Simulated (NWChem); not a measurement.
System meant: SnBrF3; SMILES [F][Sn]([F])([F])[Br]

Input file for NWChem:

```
start job
memory heap 200 mb stack 900 mb global 1100 mb
geometry units angstroms noautoz
  F     -1.748413     0.268906     1.318703
  Sn     0.000000     0.000000     0.598769
  F      1.107086     1.379717     1.318703
  F      0.641327    -1.648623     1.318703
  Br     0.000000     0.000000    -1.831175
end
basis spherical
  * library def2-svp
end
ecp
  Sn library def2-ecp
end
dft
  xc pbe0
  iterations 4
  mulliken
end
task dft energy
```

End of the output:

```
    Atom       Charge   Shell Charges
 -----------   ------   -------------------------------------------------------
    1 F    9     9.28   1.98  1.04  0.80  3.19  2.27  0.00
    2 Sn  22    21.18   1.17  0.75  0.68  0.31  3.01  2.83  1.11  0.59  9.53  1.21
    3 F    9     9.28   1.98  1.04  0.80  3.19  2.27  0.00
    4 F    9     9.28   1.98  1.04  0.80  3.19  2.27  0.00
    5 Br  35    34.98   2.00  2.00  1.96  1.14  0.73  5.99  5.81  2.42  2.89  7.84  2.03  0.15

 center of mass
 --------------
 x =  -0.00000000 y =  -0.00000000 z =  -0.02884560

 moments of inertia (a.u.)
 ------------------
        1780.301273957896           0.000000000000           0.000000000000
           0.000000000000        1780.301273957896          -0.000000000000
           0.000000000000          -0.000000000000         636.908977098634

     Multipole analysis of the density
     ---------------------------------

     L   x y z        total         alpha         beta         nuclear
     -   - - -        -----         -----         ----         -------
     0   0 0 0     -0.000000    -42.000000    -42.000000     84.000000

     1   1 0 0     -0.000000     -0.000000     -0.000000     -0.000000
     1   0 1 0     -0.000000     -0.000000     -0.000000      0.000000
     1   0 0 1     -0.854708     15.070719     15.070719    -30.996146

     2   2 0 0    -44.823417    -97.841492    -97.841492    150.859567
     2   1 1 0      0.000000      0.000000      0.000000     -0.000000
     2   1 0 1     -0.000000     -0.000000     -0.000000     -0.000000
     2   0 2 0    -44.823417    -97.841492    -97.841492    150.859567
     2   0 1 1     -0.000000     -0.000000     -0.000000      0.000000
     2   0 0 2    -42.331411   -329.372221   -329.372221    616.413031

 ------------------------------------------------------------------------
 dft energy failed                                                                                  0
 ------------------------------------------------------------------------
 ------------------------------------------------------------------------
  current input line :
    21: task dft energy
 ------------------------------------------------------------------------
 ------------------------------------------------------------------------
 This type of error is most commonly associated with calculations not reaching convergence criteria
 ------------------------------------------------------------------------
 For more information see the NWChem manual at https://nwchemgit.github.io

0:dft energy failed:Received an Error in Communication
```

### Question
Can this run be used? If not, why, and what is the fix?

### Answer
Convergence was not reached. Cause: the SCF was allowed too few iterations. This input runs:
```
start job
memory heap 200 mb stack 900 mb global 1100 mb
geometry units angstroms noautoz
  F     -1.748413     0.268906     1.318703
  Sn     0.000000     0.000000     0.598769
  F      1.107086     1.379717     1.318703
  F      0.641327    -1.648623     1.318703
  Br     0.000000     0.000000    -1.831175
end
basis spherical
  F library def2-svp
  Sn library def2-svp
  Br library def2-svp
end
ecp
  Sn library def2-ecp
end
dft
  xc pbe0
  iterations 150
  mulliken
end
task dft energy
```
It converges to -3086.96683 Ha (PBE0/def2-SVP with def2 effective core potentials on Sn).
